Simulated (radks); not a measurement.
Values are calculated unless marked as measured or tabulated.
Coherent X-ray form factor from a spherical all-electron density. Level of theory: scalar-relativistic Kohn-Sham, r2SCAN, spin-polarised, spherical densities, finite nucleus; meta-GGA in the generalised Kohn-Sham scheme; Fermi nuclear charge, rms radius of each element as measured or else 0.836 A^(1/3) + 0.57 fm (a radial shooting solver on a logarithmic mesh with Libxc functionals).

| sin(theta)/lambda (1/angstrom) | f0 (electrons) |
|---|---|
| 0.05 | 21.800 |
| 0.1 | 21.221 |
| 0.15 | 20.318 |
| 0.2 | 19.169 |
| 0.25 | 17.865 |
| 0.3 | 16.492 |
| 0.4 | 13.825 |
| 0.5 | 11.556 |
| 0.6 | 9.812 |
| 0.8 | 7.667 |
| 1 | 6.547 |
| 1.25 | 5.599 |
| 1.5 | 4.734 |
| 2 | 3.205 |

The species is in the configuration that NIST lists as its ground one. Which atom or ion scatters so?

Answer. The iron ion Fe4+, [Ar] 3d4. Extrapolating in s^2 from the first two rows gives f0(0) = 22.0, near the electron count 22; among species with that count, the fall with angle is slower the higher Z, and the table is that of Z = 26; from so few rows the species is fixed only to a neighbour or two.
